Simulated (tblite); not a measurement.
C10H8Si.
Numbering: `[CH:1]#[C:2][c:3]1[cH:4][cH:5][cH:6][c:7]2[c:8]1[CH:9]=[CH:10][SiH2:11]2` (hydrogens: H12 on C1; H13 on C4; H14 on C5; H15 on C6; H16 on C9; H17 on C10; H18, H19 on Si11)

All values are computed: GFN2-xTB (tblite) harmonic vibrations without scaling, gas phase. Errors from tens to a few hundred cm⁻¹ against measured bands are possible. Modes of hydrogen on silicon can be 10 to 20 % off.

Harmonic wavenumbers (cm⁻¹): 83.8, 113.4, 153.3, 164.1, 291.8, 294.7, 326.8, 397.8, 419.9, 453.2, 472.2, 477.1, 528.0, 543.4, 554.2, 607.7, 640.1, 659.6, 671.6, 683.9, 758.1, 777.6, 782.8, 801.4, 837.2, 873.0, 897.9, 916.2, 922.9, 1092.9, 1110.9, 1159.1, 1190.0, 1231.5, 1240.4, 1296.2, 1339.1, 1404.8, 1445.8, 1558.2, 1567.7, 1593.5, 2243.4, 2248.6, 2252.0, 3061.1, 3065.5, 3074.3, 3085.5, 3092.9, 3393.7.

A = 1608, B = 877.3, C = 571.4 MHz; mass 156.040 u (most abundant isotopes); point group Cs, symmetry number 1.

Task: What is the zero-point energy?

Result: ½Σν̃ = 29425 cm⁻¹ = 352.00 kJ/mol.

Task: Give the ideal-gas entropy at 400 K and 1 bar in the rigid-rotor, harmonic-oscillator model (classical rotation).

Result: Translation 177.95, rotation 130.72, vibration 158.66: S = 467.3 J/(mol K).

Task: And Cp and H(400 K) − H(0)?

Result: Cp = 227.09 J/(mol K), of which vibrations give 193.83 (their classical limit is 51 R = 424.0); H(400 K) − H(0) = 50.06 kJ/mol without the zero-point energy, 36.75 from vibrations.

Task: Blend soft modes into free rotors: weight 1/[1 + (100 cm⁻¹/ν̃)⁴] for the oscillator and the rest for a rotor with moment μB/(μ + B), μ = h/(8π²ν), B = 10⁻⁴⁴ kg m². What vibrational entropy results?

Result: 154.05 J/(mol K) in place of 158.66, which changes −T·S at 400 K by +1.84 kJ/mol.

Task: How do the functions run with temperature in this model?

Result: 
```
 T (K)  S (J/(mol K))  Cp (J/(mol K))  H − H(0) (kJ/mol)  G − H(0) (kJ/mol)  ln q(vib)
    50          244.7            46.2               1.86             -10.38       0.15
   100          283.5            68.5               4.72             -23.63       0.84
298.15          407.6           179.6              29.25             -92.29       5.28
373.15          451.9           215.6              44.11            -124.53       7.29
   500          522.1           263.7              74.67            -186.38      10.82
   750          641.8           325.3             148.98            -332.36      17.66
  1000          740.9           362.9             235.35            -505.56      24.02
```

q(vib) and H(0) count from the zero-point level.

Task: Which modes carry the vibrational entropy at 400 K?

Result: 83.8 cm⁻¹: 18.32; 113.4 cm⁻¹: 15.83; 153.3 cm⁻¹: 13.37; 164.1 cm⁻¹: 12.82; 291.8 cm⁻¹: 8.28; 294.7 cm⁻¹: 8.21 J/(mol K); the other 45 give 81.83 together.

Hindered rotation and anharmonicity are outside this model.

Time: 0.95 s wall. Hardware: one thread, Arm Neoverse V1 (aarch64), no GPU, shared host with 64 logical CPUs at a one-minute load of 24. This covers the Hessian and the dipole derivatives.
